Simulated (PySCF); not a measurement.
ClH7OSi3, SMILES O([SiH2][SiH2]Cl)[SiH3]. Atoms are numbered in the order given.

```xyz
12

Si    -2.8772     0.7210     0.4483
O     -1.7834     0.4720    -0.7760
Si    -0.2066     0.0774    -1.1386
Si     1.0448    -0.2866     0.8212
Cl     2.9707    -0.7553     0.1446
H     -3.3900     2.1168     0.3888
H     -4.0096    -0.2349     0.3128
H     -2.1992     0.5003     1.7629
H     -0.1773    -1.1624    -1.9647
H      0.4223     1.1858    -1.9109
H      0.5373    -1.4265     1.6354
H      1.1277     0.9191     1.6927
```

Coordinates come from a B3LYP-D3(BJ)/def2-SVP optimisation. The structure was generated by enumeration, and PubChem lists no compound with its InChIKey, so it may never have been made. One conformer was computed; it need not be the lowest.

The numbers are results of TDA-B3LYP/def2-SVPD (PySCF), not measurements.

Vertical excitations. Gas-phase values at a fixed geometry.

Computed UV-visible absorptions:
```csv
state,energy (eV),λ (nm),f,main pairs
S1,5.50,225,0.014,HOMO→LUMO 98 %
S2,6.31,197,0.001,HOMO−1→LUMO 98 %
S3,6.44,192,0.003,HOMO−2→LUMO 97 %
S4,6.87,180,0.011,"HOMO→LUMO+3 56 %, HOMO−3→LUMO 34 %"
S5,6.93,179,0.022,HOMO→LUMO+1 87 %
S6,6.99,177,0.031,HOMO→LUMO+2 93 %
S7,7.02,177,0.005,"HOMO−3→LUMO 58 %, HOMO→LUMO+3 27 %"
S8,7.35,169,0.077,"HOMO→LUMO+4 52 %, HOMO−4→LUMO 39 %"
S9,7.38,168,0.079,"HOMO−4→LUMO 56 %, HOMO→LUMO+4 32 %"
S10,7.54,164,0.002,HOMO−5→LUMO 86 %
T1,4.97,250,0,HOMO→LUMO 96 %
T2,6.09,204,0,"HOMO−1→LUMO 62 %, HOMO→LUMO+2 32 %"
T3,6.12,203,0,"HOMO→LUMO+2 61 %, HOMO−1→LUMO 33 %"
T4,6.17,201,0,HOMO−2→LUMO 91 %
```
Triplets are in the Tamm–Dancoff approximation.
